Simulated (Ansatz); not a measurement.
Zn3O3. The state is a singlet with charge 0. Geometry r2SCAN-D4/def2-SVP.

```xyz
6

Zn    2.136    0.161    0.538
Zn   -1.935    0.338   -0.322
Zn    0.037    1.412    0.474
O    -0.500   -0.756    0.829
O     0.300   -1.082   -0.292
O    -0.037   -0.073   -1.226
```

The structure holds 2 bonds between oxygen atoms, so isomers without such links may lie far lower. The restricted singlet is unstable towards broken spin symmetry in Hartree–Fock (as tested in another run); at HF/def2-TZVP, PBE-D4/def2-TZVP, r2SCAN-D4/def2-TZVP, PBE0-D4/def2-TZVP and others this wasn't settled. Another isomer (singlet) lies 6.24 eV lower at PBE0-D4/def2-TZVP; other spin states weren't run for this one.

Problem. Estimate the orbital energies around the gap (eV) in Ansatz with HF/def2-TZVP, PBE-D4/def2-TZVP, r2SCAN-D4/def2-TZVP, PBE0-D4/def2-TZVP, r2SCAN0-D4/def2-TZVP.

Solution. 
```
orbital  HF/def2-TZVP  PBE-D4/def2-TZVP  r2SCAN-D4/def2-TZVP  PBE0-D4/def2-TZVP  r2SCAN0-D4/def2-TZVP
 HOMO−9        -22.06            -11.19               -11.60             -14.03                -14.37
 HOMO−8        -18.21            -11.10               -11.48             -13.29                -13.54
 HOMO−7        -17.22            -11.06               -11.45             -13.22                -13.54
 HOMO−6        -16.55            -10.92               -11.32             -13.02                -13.31
 HOMO−5        -13.66             -9.18                -9.43             -10.48                -10.66
 HOMO−4        -12.84             -7.52                -7.81              -8.86                 -9.11
 HOMO−3        -11.86             -6.72                -6.94              -8.04                 -8.27
 HOMO−2        -10.66             -6.64                -6.94              -7.62                 -7.80
 HOMO−1         -8.96             -5.89                -6.07              -6.87                 -7.03
   HOMO         -6.91             -5.11                -5.28              -5.77                 -5.90
   LUMO         -0.81             -3.81                -3.84              -3.21                 -3.25
 LUMO+1          0.81             -2.29                -2.23              -1.61                 -1.58
 LUMO+2          1.16             -2.01                -1.79              -1.23                 -1.12
 LUMO+3          2.27             -1.08                -0.69              -0.07                  0.16
 LUMO+4          2.37             -0.83                -0.52              -0.01                  0.18
 LUMO+5          2.69             -0.39                 0.03               0.53                  0.78
```
